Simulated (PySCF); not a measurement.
`O(/C(=C/C=N\C)C)C`, C6H11NO

Geometry (Å), atoms numbered from 1 in this order:
```xyz
19

C     2.6935    1.4622    0.0776
N     2.6183    0.0274    0.1366
C     1.5070   -0.5828    0.1629
C     0.1734   -0.0270    0.1367
C    -0.9430   -0.7731    0.2096
C    -0.9597   -2.2681    0.3328
O    -2.2093   -0.2870    0.1849
C    -2.4109    1.0994    0.0507
H     3.7490    1.7344    0.0947
H     2.2471    1.8551   -0.8413
H     2.1956    1.9365    0.9294
H     1.5875   -1.6635    0.2097
H     0.1042    1.0466    0.0546
H    -1.9929   -2.6010    0.3812
H    -0.4776   -2.7301   -0.5262
H    -0.4399   -2.5870    1.2335
H    -3.4897    1.2436    0.0344
H    -1.9791    1.4748   -0.8819
H    -1.9833    1.6488    0.8949
```

Level of theory: GIAO revPBE/6-31++G** magnetisability, rotational g tensor and spin-rotation constants, non-relativistic, gas phase (PySCF 2.14.0). Geometry: GFN2-xTB.

How diamagnetic is it, and how anisotropic?

Isotropic -1139 × 10⁻³⁰ J/T², or -68.6 × 10⁻⁶ cm³/mol; principal values -1325, -1153, -939 × 10⁻³⁰ J/T², anisotropy 335 × 10⁻³⁰ J/T² (root of half the summed squared differences of the principal values). The susceptibility is in cgs units.

Split it along the inertial axes a, b, c into diamagnetic and paramagnetic parts about the centre of mass, with the quadrupole moment.


| axis | χ (10⁻⁶ cm³/mol) | diamagnetic (10⁻⁶ cm³/mol) | paramagnetic (10⁻⁶ cm³/mol) | summed x² of all electrons (Å²) | quadrupole Θ (D Å) |
| --- | --- | --- | --- | --- | --- |
| a | -56.6 | -487.6 | 431.1 | 261.0 | -9.44 |
| b | -69.4 | -1172.8 | 1103.3 | 99.5 | +9.82 |
| c | -79.8 | -1529.4 | 1449.7 | 15.4 | -0.39 |

Anisotropies 2χaa − χbb − χcc = +36.1 and 2χbb − χaa − χcc = -2.5 × 10⁻⁶ cm³/mol. Θ is traceless in Buckingham's convention.

And the rotational g tensor?


```csv
axis,rotational constant (GHz),g,nuclear part,electronic part
a,3.4425,-0.0454,0.6518,-0.6972
b,1.1254,-0.0140,0.5693,-0.5834
c,0.8621,-0.0041,0.5830,-0.5871
```
Asymmetric top; isotopes 12C, 1H, 14N, 16O; no vibrational averaging.
